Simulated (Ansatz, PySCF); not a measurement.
Noncovalent pair: H2O (SMILES O) (first 3 atoms) with ClH3Si (SMILES [SiH3]Cl); geometry from B3LYP-D3(BJ)/def2-TZVP, rigid monomers moved along the line of their centres of mass till O1···Si4 is 2.92 Å.
(charge 0, multiplicity 1):
```xyz
8

O      0.09649    -0.38124     0.07614
H      0.78542    -0.95395    -0.27665
H      0.56609     0.32635     0.53390
Si    -0.46154    -0.96705     2.88507
Cl     0.92176     0.58872     2.80491
H     -0.72417    -1.21048     4.31845
H      0.14039    -2.16307     2.27203
H     -1.69179    -0.54403     2.19889
```

Interaction energies are E(AB) − E(A) − E(B) at the monomers' geometry in the complex; basis-set methods are counterpoise corrected. Rows marked so take none.

Rows in 3-21G, 6-311+G** carry no dispersion term and start afresh at each structure.

The values were computed with Ansatz (an electronic-structure program) with Gaussian orbitals; PySCF for 3-21G rows, 6-311+G** rows, the dispersion terms. 

Task: One of these levels gives -0.4 kJ/mol for the interaction energy. Which?
A) B3LYP/6-311+G** (no counterpoise)
B) r2SCAN-D3(BJ)/def2-TZVPPD
C) B3LYP/3-21G (no counterpoise)
D) B3LYP-D4/def2-TZVPPD

Result: A, B3LYP/6-311+G** (no counterpoise). The others give -9.6 (r2SCAN-D3(BJ)/def2-TZVPPD), -49.6 (B3LYP/3-21G (no counterpoise)), -6.0 (B3LYP-D4/def2-TZVPPD)
